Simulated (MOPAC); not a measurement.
MOPAC input (PM6):

```
PM6 PRECISE GNORM=0.05 LET XYZ UHF MS=0.5 GEO-OK AUX(PRECISION=9) THREADS=1
H4NO2Si

N     1.52683700 1   -0.21046600 1   -0.24108700 1
Si   -0.14836000 1    0.10085200 1   -0.32272800 1
O    -0.85056300 1   -1.33939300 1    0.10362800 1
O    -0.37941800 1    1.36026400 1    0.73068100 1
H     1.91498100 1   -1.07061600 1   -0.59243000 1
H     2.19630200 1    0.54135700 1   -0.21801500 1
H    -1.73924300 1   -1.49636700 1   -0.22587800 1
H    -1.14301900 1    1.91999700 1    0.56764500 1
```

Output:

```
 *******************************************************************************
 **                                                                           **
 **                              MOPAC v23.2.5                                **
 **                                                                           **
 *******************************************************************************
 ** MOPAC's Digital Object Identifier: https://doi.org/10.5281/zenodo.6511958 **
 **                                                                           **
 ** Please cite the open-source release paper for use of this MOPAC version:  **
 ** J. E. Moussa and J. J. P. Stewart (2026)                                  **
 ** MOPAC: An open-source semiempirical molecular orbital program             **
 ** J. Open Source Softw., 11(119), 8025, https://doi.org/10.21105/joss.08025 **
 *******************************************************************************

                              PM6 CALCULATION RESULTS

 *******************************************************************************
 *  PM6        - The PM6 Hamiltonian to be used
 *  GEO-OK     - OVERRIDE INTERATOMIC DISTANCE AND OTHER SAFETY CHECKS
 *  UHF        - UNRESTRICTED HARTREE-FOCK CALCULATION
 *  MS=        - IN MECI, MAGNETIC COMPONENT OF SPIN =  0.5
 *  LET        - OVERRIDE SOME SAFETY CHECKS
 *  PRECISE    - TIGHTER CRITERIA TO BE USED
 *  XYZ        - CARTESIAN COORDINATE SYSTEM TO BE USED
 *  GNORM      - EXIT WHEN GRADIENT NORM DROPS BELOW 0.050
 *  AUX        - OUTPUT AUXILIARY INFORMATION
 *******************************************************************************
PM6 PRECISE GNORM=0.05 LET XYZ UHF MS=0.5 GEO-OK AUX(PRECISION=9) THREADS=1
 H4NO2Si

   ATOM   CHEMICAL          X               Y               Z
  NUMBER   SYMBOL      (ANGSTROMS)     (ANGSTROMS)     (ANGSTROMS)

     1       N          1.52683700  *  -0.21046600  *  -0.24108700  *
     2      Si         -0.14836000  *   0.10085200  *  -0.32272800  *
     3       O         -0.85056300  *  -1.33939300  *   0.10362800  *
     4       O         -0.37941800  *   1.36026400  *   0.73068100  *
     5       H          1.91498100  *  -1.07061600  *  -0.59243000  *
     6       H          2.19630200  *   0.54135700  *  -0.21801500  *
     7       H         -1.73924300  *  -1.49636700  *  -0.22587800  *
     8       H         -1.14301900  *   1.91999700  *   0.56764500  *

          CARTESIAN COORDINATES

    NO.       ATOM           X           Y           Z

     1         N          1.5268     -0.2105     -0.2411
     2        Si         -0.1484      0.1009     -0.3227
     3         O         -0.8506     -1.3394      0.1036
     4         O         -0.3794      1.3603      0.7307
     5         H          1.9150     -1.0706     -0.5924
     6         H          2.1963      0.5414     -0.2180
     7         H         -1.7392     -1.4964     -0.2259
     8         H         -1.1430      1.9200      0.5676

 General Reference for PM6:
 "Optimization of Parameters for Semiempirical Methods V: Modification of NDDO Approximations
 and Application to 70 Elements", J. J. P. Stewart, J. Mol. Mod., 13, 1173-1213 (2007)
 URL: https://link.springer.com/article/10.1007/s00894-007-0233-4

           Empirical Formula: H4 N O2 Si  =     8 atoms

      MOLECULAR POINT GROUP   :   Cs

          UHF CALCULATION, NO. OF ALPHA ELECTRONS =   13
                           NO. OF BETA  ELECTRONS =   12

          Geometry optimization using EF

          DIAGONAL MATRIX USED AS START HESSIAN

 CYCLE:     1  GRAD.:    79.817 HEAT: -112.6828
 CYCLE:     2  GRAD.:    93.492 HEAT: -123.7033
 CYCLE:     3  GRAD.:   127.074 HEAT: -135.9386
 CYCLE:     4  GRAD.:    81.011 HEAT: -135.9957
 CYCLE:     5  GRAD.:    93.420 HEAT: -141.5551
 CYCLE:     6  GRAD.:   135.105 HEAT: -132.1322
 CYCLE:     7  GRAD.:    26.308 HEAT: -145.2566
 CYCLE:     8  GRAD.:    31.043 HEAT: -145.4068
 CYCLE:     9  GRAD.:    23.662 HEAT: -145.8619
 CYCLE:    10  GRAD.:    13.267 HEAT: -146.1804
 CYCLE:    11  GRAD.:     7.371 HEAT: -146.4097
 CYCLE:    12  GRAD.:    17.312 HEAT: -146.5405
 CYCLE:    13  GRAD.:    31.949 HEAT: -146.1799
 CYCLE:    14  GRAD.:     6.574 HEAT: -146.6943
 CYCLE:    15  GRAD.:    28.775 HEAT: -146.3738
 CYCLE:    16  GRAD.:     2.021 HEAT: -146.7323
 CYCLE:    17  GRAD.:     1.588 HEAT: -146.7401
 CYCLE:    18  GRAD.:     2.130 HEAT: -146.7441
 CYCLE:    19  GRAD.:     0.480 HEAT: -146.7466
 CYCLE:    20  GRAD.:     0.063 HEAT: -146.7468
 CYCLE:    21  GRAD.:     0.020 HEAT: -146.7468

     GRADIENT =  0.02046 IS LESS THAN CUTOFF =  0.05000

 -------------------------------------------------------------------------------
 PM6 PRECISE GNORM=0.05 LET XYZ UHF MS=0.5 GEO-OK AUX(PRECISION=9) THREADS=1
 H4NO2Si

     GEOMETRY OPTIMISED USING EIGENVECTOR FOLLOWING (EF).
     SCF FIELD WAS ACHIEVED

                              PM6 CALCULATION
                                                       MOPAC v23.2.5 Linux

          FINAL HEAT OF FORMATION =       -146.74677 KCAL/MOL =    -613.98847 KJ/MOL

          COSMO AREA              =        101.22 SQUARE ANGSTROMS
          COSMO VOLUME            =         85.74 CUBIC ANGSTROMS

          GRADIENT NORM           =          0.02046          =       0.00723 PER ATOM
          IONIZATION POTENTIAL    =          6.827749 EV
          ALPHA SOMO LUMO (EV)    =         -6.828  1.816
          BETA  SOMO LUMO (EV)    =        -10.048 -1.001
          NO. OF ALPHA ELECTRONS  =         13
          NO. OF BETA  ELECTRONS  =         12
          MOLECULAR WEIGHT        =         78.1226         POINT GROUP:  C2v

          MOLECULAR DIMENSIONS (Angstroms)

            Atom       Atom       Distance
            H     7    H     6     4.52774
            H     8    H     5     4.47952
            H     6   Si     2     0.00073

          SCF CALCULATIONS        =         22

   ATOM   CHEMICAL          X               Y               Z
  NUMBER   SYMBOL      (ANGSTROMS)     (ANGSTROMS)     (ANGSTROMS)

     1       N          1.55260193  *  -0.19182755  *  -0.34085377  *
     2      Si         -0.07046892  *   0.00243696  *   0.04239265  *
     3       O         -0.97783029  *  -1.21693333  *  -0.09860916  *
     4       O         -0.52374350  *   1.38453767  *   0.50543155  *
     5       H          1.96774298  *  -1.05627696  *  -0.65708145  *
     6       H          2.24640300  *   0.53978928  *  -0.28609580  *
     7       H         -1.56197485  *  -1.90596086  *  -0.16347302  *
     8       H         -0.84828185  *   2.18223032  *   0.78570220  *

                             CARTESIAN COORDINATES

   1    N        1.552601929    -0.191827549    -0.340853767
   2   Si       -0.070468923     0.002436960     0.042392652
   3    O       -0.977830290    -1.216933332    -0.098609158
   4    O       -0.523743501     1.384537672     0.505431547
   5    H        1.967742984    -1.056276964    -0.657081453
   6    H        2.246403001     0.539789276    -0.286095797
   7    H       -1.561974847    -1.905960859    -0.163473019
   8    H       -0.848281850     2.182230324     0.785702196

           Empirical Formula: H4 N O2 Si  =     8 atoms

      MOLECULAR POINT GROUP   :   C2v

          ALPHA EIGENVALUES
 -31.04446 -30.37490 -30.04956 -21.31443 -19.28809 -16.74923 -14.78482 -14.59878
 -14.24894 -13.99741 -13.18222 -10.14871  -6.82775   1.81569   2.21469   2.29946
   2.42061   2.55938   3.01093   4.12231   4.54643   6.48200   6.57397   6.87693
   7.27493

           BETA EIGENVALUES
 -31.02226 -30.33407 -29.95776 -21.23055 -19.05794 -16.64419 -14.63331 -14.30695
 -14.12186 -13.92389 -13.08223 -10.04822  -1.00099   2.10810   2.31720   2.49199
   2.89213   3.04237   3.06888   4.46052   4.90082   6.77262   6.79914   6.94833
   7.40590

              NET ATOMIC CHARGES AND DIPOLE CONTRIBUTIONS

  ATOM NO.   TYPE          CHARGE      No. of ELECS.   s-Pop       p-Pop       d-Pop
    1          N          -0.454521        5.4545     1.45935     3.99517
    2         Si           0.063087        3.9369     1.12788     1.14115     1.66788
    3          O          -0.380849        6.3808     1.54541     4.83544
    4          O          -0.380857        6.3809     1.54540     4.83545
    5          H           0.235439        0.7646     0.76456
    6          H           0.235442        0.7646     0.76456
    7          H           0.341130        0.6589     0.65887
    8          H           0.341130        0.6589     0.65887
 DIPOLE           X         Y         Z       TOTAL
 POINT-CHG.     0.152    -0.019    -0.034     0.157
 HYBRID        -0.005     0.000     0.002     0.005
 SUM            0.148    -0.018    -0.033     0.152

          ATOMIC ORBITAL ELECTRON POPULATIONS

     Atom    s        px        py        pz      x^2-y^2     xz        z^2       yz        xy
    1  N   1.45935   1.22947   1.17501   1.59070
    2 Si   1.12788   0.42299   0.37362   0.34454   0.36546   0.30812   0.39127   0.29507   0.30797
    3  O   1.54541   1.59162   1.50436   1.73946
    4  O   1.54540   1.70849   1.42431   1.70265
    5  H   0.76456
    6  H   0.76456
    7  H   0.65887
    8  H   0.65887

                    (SZ)    =    0.500000
                    (S**2)  =    0.751835

          ATOMIC ORBITAL SPIN POPULATIONS

    Atom   Total    s     px     py     pz   x^2-y^2  xz     z^2    yz     xy
         Atomic
    1  N  0.0728  0.036  0.039  0.002 -0.003
    2 Si  0.8203  0.431  0.004  0.004  0.015  0.001  0.038  0.264  0.063  0.001
    3  O  0.0200  0.022 -0.002  0.005 -0.004
    4  O  0.0200  0.022 -0.003  0.005 -0.004
    5  H  0.0109  0.011
    6  H  0.0109  0.011
    7  H  0.0225  0.023
    8  H  0.0225  0.023

 **********************
 *                    *
 * JOB ENDED NORMALLY *
 *                    *
 **********************

 == MOPAC DONE ==
```

The geometry given is a B3LYP-D3(BJ)/def2-TZVP minimum.
